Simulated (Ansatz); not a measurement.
Geometry optimisation, RKS PBE0-D4/def2-SVP (Ansatz 0.2.0).

Input:

```yaml
crystal:
  periodic: [false, false, false]
  atoms:
    - { symbol: C, position_ang: [-1.4668, 0.8267, 1.6547] }
    - { symbol: C, position_ang: [-0.3784, 0.751, 0.9567] }
    - { symbol: Cl, position_ang: [1.1285, 1.0223, 1.7565] }
    - { symbol: B, position_ang: [-0.311, 0.3928, -0.5727] }
    - { symbol: O, position_ang: [0.8793, 0.2553, -1.3364] }
    - { symbol: C, position_ang: [1.2812, -1.0702, -1.3052] }
    - { symbol: H, position_ang: [-2.4524, 0.7154, 1.1711] }
    - { symbol: H, position_ang: [-1.4584, 1.1468, 2.6903] }
    - { symbol: H, position_ang: [-1.4087, 0.2553, -1.0943] }
    - { symbol: H, position_ang: [0.5392, -1.7421, -1.7869] }
    - { symbol: H, position_ang: [1.4734, -1.4442, -0.2468] }
    - { symbol: H, position_ang: [2.2509, -1.1643, -1.853] }
basis:
  gaussian: { orbitals: def2-SVP }
hamiltonian:
  xc: pbe0
  dispersion: d4
relax:
  f_tol: 0.02
  max_steps: 50
```

Command:

```bash
$ ansatz run input.yaml --threads 2 --pin off --max-ram 3072MiB --backend cpu --events-out ev --progress --plain --runs-dir out
```

**Question.** Where does it end, and by what steps?

**Answer.** It converged. The force dipped under the threshold on the way, but the program's further checks kept it going. After 33 steps the energy has fallen by 0.791 eV; H11 moved furthest, 1.43 Å.

| step | energy less start (eV) | largest force component (eV/Å) | accepted |
| --- | --- | --- | --- |
| 0 | 0.0000 | 3.114 | yes |
| 2 | -0.2559 | 0.747 | yes |
| 4 | -0.3477 | 0.535 | yes |
| 6 | -0.3795 | 0.229 | yes |
| 8 | -0.4333 | 1.058 | yes |
| 10 | -0.6581 | 0.887 | yes |
| 12 | -0.7594 | 0.421 | yes |
| 14 | -0.7699 | 0.059 | yes |
| 16 | -0.7752 | 0.112 | yes |
| 18 | -0.7792 | 0.287 | yes |
| 20 | -0.7845 | 0.154 | yes |
| 22 | -0.7889 | 0.059 | yes |
| 24 | -0.7895 | 0.025 | yes |
| 26 | -0.7899 | 0.044 | yes |
| 28 | -0.7903 | 0.022 | yes |
| 30 | -0.7907 | 0.024 | yes |
| 32 | -0.7908 | 0.025 | yes |
| 33 | -0.7909 | 0.005 | yes |

```xyz
12
Properties=species:S:1:pos:R:3
C -1.440 1.002 1.634
C -0.494 0.361 0.934
Cl 0.841 -0.364 1.809
B -0.603 0.276 -0.631
O 0.239 -0.290 -1.504
C 1.455 -0.959 -1.266
H -2.278 1.456 1.100
H -1.410 1.092 2.723
H -1.585 0.796 -1.118
H 1.305 -1.861 -0.655
H 2.179 -0.311 -0.751
H 1.868 -1.253 -2.241
```

Whether the end is a true minimum wasn't checked by a vibrational analysis.

Run time: 3.6 min on 2 threads of Arm Neoverse N1, with other jobs on the host, peak memory 0.28 GiB.
